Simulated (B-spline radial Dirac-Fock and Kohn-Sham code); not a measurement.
# Form factor and incoherent scattering function of Pd

System: atomic palladium, configuration [Kr] 4d9 5p1 (not the ground configuration).

Calculated with a radial finite-basis atomic code, using Dirac-Fock densities. f₀ is the Fourier transform of the spherical electron density, S the Waller-Hartree incoherent function, and s = sin θ/λ. The electron scattering factor follows from the Mott-Bethe formula f_e = 0.023934 Å⁻¹·(Z − f₀)/s².

```
s (Å⁻¹)      f₀       S  f_e (Å)
      0  46.000   0.000        –
   0.06  44.490   1.861   10.037
   0.07  44.060   2.281    9.476
   0.09  43.140   3.128    8.452
   0.12  41.646   4.454    7.237
   0.15  40.031   5.811    6.349
   0.19  37.748   7.542    5.471
   0.23  35.425   9.126    4.785
   0.29  32.097  11.283    3.957
   0.37  28.257  13.942    3.102
   0.46  24.872  16.750    2.390
   0.58  21.629  20.082    1.734
   0.73  18.803  23.400    1.222
   0.92  15.991  26.480    0.849
   1.15  12.960  29.317    0.598
   1.45   9.717  32.281    0.413
   1.82   7.193  35.103    0.280
   2.29   5.655  37.684    0.184
   2.87   4.657  39.868    0.120
   3.61   3.590  41.717    0.078
   4.54   2.496  43.118    0.051
    5.7   1.700  44.057    0.033
   7.17   1.266  44.702    0.021
```

f₀ starts at the number of electrons, 46, and has fallen to half at s ≈ 0.53 Å⁻¹. The sum of ⟨r²⟩ over the electrons is 70.09 bohr². It fixes the forward electron scattering factor, f_e(0) = (a₀/3)Σ⟨r²⟩ = 12.363 Å.
